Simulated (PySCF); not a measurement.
# How the method moves the HOMO and LUMO of `C#C[Si@@H]1C=C(Cl)O1`

C₄H₃ClOSi.
SMILES with atom numbers: `[CH:1]#[C:2][Si@@H:3]1[CH:4]=[C:5]([Cl:6])[O:7]1` (hydrogens: H8 on C1; H9 on Si3; H10 on C4)

Basis pcSseg-1 throughout (PySCF), one geometry. Isolated species at its PBE0-D3(BJ)/def2-SVP geometry, gas phase.

Task: How do the orbital energies, the gap and the dipole change with the method?

Result: 
| method | kind | HOMO (eV) | LUMO (eV) | gap (eV) | μ (D) | SCF cycles |
| --- | --- | --- | --- | --- | --- | --- |
| BLYP | GGA | -5.71 | -1.93 | 3.78 | 2.41 | 17 |
| B97-D | GGA | -5.86 | -1.98 | 3.88 | 2.50 | 17 |
| LDA | LDA | -6.10 | -2.38 | 3.73 | 2.48 | 17 |
| B3LYP | global hybrid | -6.87 | -1.39 | 5.47 | 2.60 | 15 |
| mPW1PW91 | global hybrid | -7.16 | -1.23 | 5.93 | 2.67 | 15 |
| BHandHLYP | global hybrid | -8.17 | -0.18 | 7.99 | 2.80 | 14 |
| wB97X-D | range-separated hybrid | -8.99 | 0.56 | 9.54 | 2.76 | 14 |
| HF | Hartree–Fock | -9.77 | 2.33 | 12.10 | 2.98 | 12 |

The HOMO spans 4.06 eV, from BLYP down to HF, and the gap runs from 3.73 eV (LDA) to 12.10 eV (HF). Over the methods BLYP (0 %), B97-D (0 %), LDA (0 %), B3LYP (20 %), mPW1PW91 (25 %), BHandHLYP (50 %), HF (100 %), a straight line through the gap against the share of exact exchange rises by 0.83 eV for each 10 % (correlation coefficient 1.000). The dipole ranges from 2.41 D (BLYP) to 2.98 D (HF). This basis has no diffuse functions.
